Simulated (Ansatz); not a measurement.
AlGe19PH32, a doped nanocrystal cut from the lattice of germanium (Al and P 4.0 A apart). Charge 0, multiplicity 1. Geometry PBE-D4/def2-SVP.

```xyz
53

P    -0.175   -4.320   -0.921
Ge    0.434   -2.829    2.694
Ge    3.716   -1.129    1.699
Ge   -3.265   -2.168    0.296
Al    0.377   -0.430   -0.699
Ge   -3.196    0.107   -2.780
Ge   -2.880    1.686    0.740
Ge    0.843    1.021    3.151
Ge    4.072    2.926    2.046
Ge    0.711    3.465   -0.141
Ge   -2.643    4.128   -2.304
Ge   -2.537   -4.184   -0.892
Ge    0.722   -4.767    1.222
Ge    0.882   -2.484   -2.045
Ge    1.285   -0.816    1.586
Ge    4.919    0.883    0.994
Ge   -2.101   -0.211   -0.607
Ge    1.362    1.642   -1.650
Ge   -2.528    2.216   -3.830
Ge   -1.731    3.694   -0.067
Ge    1.625    3.094    2.106
H     0.078   -5.530   -1.645
H     1.220   -3.245    3.975
H    -1.079   -2.811    3.057
H     4.145   -2.329    0.797
H     4.136   -1.489    3.157
H    -3.016   -2.467    1.802
H    -4.808   -2.168    0.066
H    -2.846   -1.077   -3.736
H    -4.745    0.097   -2.599
H    -2.612    1.439    2.253
H    -4.418    1.879    0.560
H     1.630    0.798    4.480
H    -0.670    1.093    3.510
H     4.598    2.953    3.513
H     4.687    4.157    1.314
H     1.266    4.848   -0.616
H    -4.145    4.518   -2.149
H    -1.918    5.339   -2.965
H    -2.946   -5.567   -0.305
H    -2.859   -4.179   -2.413
H     0.010   -6.096    1.614
H     2.202   -5.086    0.872
H     2.317   -3.102   -2.122
H     0.257   -2.734   -3.458
H     6.428    0.726    1.351
H     4.818    1.008   -0.551
H     0.852    2.048   -3.067
H     2.919    1.679   -1.731
H    -1.081    2.065   -4.374
H    -3.458    2.495   -5.050
H    -2.112    4.909    0.840
H     1.259    4.306    3.022
```

Single mean-field runs in def2-SVP, def2-TZVP are fitted with def2-universal-jkfit.

Estimate the orbital energies around the gap (eV) in Ansatz with PBE-D4/def2-SVP, PBE-D4/def2-TZVP, r2SCAN-D4/def2-TZVP, PBE0-D4/def2-SVP, PBE0-D4/def2-TZVP.


```tsv
orbital	PBE-D4/def2-SVP	PBE-D4/def2-TZVP	r2SCAN-D4/def2-TZVP	PBE0-D4/def2-SVP	PBE0-D4/def2-TZVP
HOMO−13	-7.28	-7.34	-7.64	-8.44	-8.45
HOMO−12	-7.13	-7.17	-7.46	-8.22	-8.23
HOMO−11	-7.06	-7.11	-7.40	-8.16	-8.17
HOMO−10	-6.85	-6.89	-7.16	-7.91	-7.91
HOMO−9	-6.56	-6.61	-6.87	-7.59	-7.60
HOMO−8	-6.56	-6.60	-6.87	-7.59	-7.60
HOMO−7	-6.44	-6.48	-6.73	-7.43	-7.44
HOMO−6	-6.30	-6.35	-6.60	-7.29	-7.30
HOMO−5	-6.11	-6.15	-6.38	-7.06	-7.06
HOMO−4	-6.10	-6.14	-6.38	-7.05	-7.05
HOMO−3	-5.99	-6.04	-6.27	-6.93	-6.93
HOMO−2	-5.97	-6.01	-6.24	-6.91	-6.92
HOMO−1	-5.76	-5.81	-6.02	-6.68	-6.69
HOMO	-5.76	-5.80	-6.01	-6.67	-6.68
LUMO	-2.27	-2.34	-2.18	-1.58	-1.64
LUMO+1	-1.88	-2.06	-1.90	-1.18	-1.31
LUMO+2	-1.76	-1.91	-1.74	-1.02	-1.13
LUMO+3	-1.68	-1.86	-1.69	-0.97	-1.12
LUMO+4	-1.65	-1.80	-1.63	-0.94	-1.06
LUMO+5	-1.62	-1.74	-1.60	-0.92	-1.04
```
